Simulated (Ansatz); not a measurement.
The cation of `[F][Ge]([F])([F])[F]` at the neutral geometry.

```yaml
crystal:
  periodic: [false, false, false]
  atoms:
    - {symbol: F, position_ang: [-0.444548, 0.080744, 1.618207]}
    - {symbol: Ge, position_ang: [0.009980, -0.014740, -0.008280]}
    - {symbol: F, position_ang: [1.288075, -1.110397, -0.173147]}
    - {symbol: F, position_ang: [-1.306127, -0.540607, -0.931588]}
    - {symbol: F, position_ang: [0.502519, 1.511299, -0.546592]}
basis:
  gaussian: {orbitals: def2-TZVPP}
total_charge: 1
magnetization: {spin_polarized: true, initial_magnetization: 1}
hamiltonian: {xc: r2scan, dispersion: d4}
```

```sh
$ ansatz run in.yaml --threads 2 --pin off --events-out ev --progress --plain --max-ram 22528MiB --backend cpu
```

Output, abridged:

```
Functional definition: r2SCAN
982 factors; their error is unknown
mean field evaluation 1: about -67365.5609 eV, gradient 6.3e1 eV
mean field evaluation 2: about -67342.6924 eV, gradient 1.1e2 eV
mean field evaluation 4: about -67375.4870 eV, gradient 7.8e0 eV
mean field evaluation 8: about -67375.6157 eV, gradient 7.2e0 eV
mean field evaluation 16: about -67375.7126 eV, gradient 1.0e-4 eV
mean field evaluation 32: about -67375.7126 eV, gradient 1.3e-5 eV
mean field -67375.71260910 eV, -2476.0117694860 hartree, gradient 5.9e-6 eV, S^2 0.753773; 18 other end points of the search recorded, 0 dependent functions left out
reference -67375.71261473 eV, -2476.0117696931 hartree; 34, 33 occupied and 138, 139 virtual orbitals, 982 factors
Total energy: -67375.72956861 eV, -2476.0123927367 hartree
```

Hardware: 2 threads of an AMD EPYC 7R13 on a shared host. Wall time 60 s, peak host memory 0.52 GiB.
